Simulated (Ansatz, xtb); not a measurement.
## CF3NSi: which of two structures lies lower

We compare a, `FC1=N[Si]1(F)F`, a singlet, with b, a singlet given by its coordinates. Both are isolated molecules in the gas phase, relaxed with PBE0-D4/def2-SVP.

a (Å):

```xyz
6

C    -0.4124   -3.1547   -1.0467
F    -1.2128   -3.8213   -0.2659
F     1.6594   -1.0338   -1.3071
F     2.0833   -3.1369   -2.6682
N    -0.7164   -2.5193   -2.1233
Si    0.9890   -2.4060   -1.7671
```

b (Å):

```xyz
6

C     1.1848   -2.0549   -1.3332
F    -1.5054   -4.1978   -2.6631
F     2.4369   -2.4280   -1.2421
F     1.1521   -0.7459   -1.3593
N     0.2129   -2.8010   -1.3883
Si   -1.1430   -3.8142   -1.1149
```

Close contacts (Å): C1–F3 1.31, C1–F4 1.31, C1–N5 1.23, F2–Si6 1.64, N5–Si6 1.71.

Estimate E(b) − E(a) at the level CCSD(T)/def2-SVP + ΔMP2/def2-TZVPP.

Calculated at CCSD(T)/def2-SVP + ΔMP2/def2-TZVPP: E(b) − E(a) = +1.070 eV, so structure a lies lower.

The same difference at several levels:

```tsv
level	geometry	E(b) − E(a) (eV)	departure from the last row (eV)	job, with rough time for the two
GFN2-xTB	GFN2-xTB	−0.700	−1.770	optimisation, 0.2 s
HF/STO-3G	GFN2-xTB	−1.341	−2.411	single point, 0.24 s
r2SCAN-D4/def2-SVP	GFN2-xTB	+0.519	−0.550	single point, 3 s
PBE0-D4/def2-SVP	PBE0-D4/def2-SVP	+0.463	−0.607	optimisation, 24 s
HF/def2-SVP	PBE0-D4/def2-SVP	+0.402	−0.668	part of the CCSD(T) run
MP2/def2-SVP	PBE0-D4/def2-SVP	+0.792	−0.278	part of the CCSD(T) run
CCSD(T)/def2-SVP	PBE0-D4/def2-SVP	+0.592	−0.478	single point
CCSD(T)/def2-SVP + ΔMP2/def2-TZVPP	PBE0-D4/def2-SVP	+1.070		single point, 18 s
```

GFN2-xTB, HF/STO-3G put the two in the other order. The largest departure from CCSD(T)/def2-SVP + ΔMP2/def2-TZVPP is that of HF/STO-3G, 2.411 eV. The last row adds to CCSD(T) the change of the MP2 difference between the two basis sets, here +0.478 eV, a large step that makes the value less sure.

With harmonic frequencies from PBE0-D4/def2-SVP (ideal gas, rigid rotor, one conformer each, 298.15 K, 1 atm): the zero-point term adds +0.004 eV; ΔH is +1.088 and ΔG +1.021 eV.

The correlated steps freeze 10 core orbitals. Codes used: Ansatz 0.2.0, xtb 6.7.1; the last row on 2 threads of Arm Neoverse V2 on a shared host.
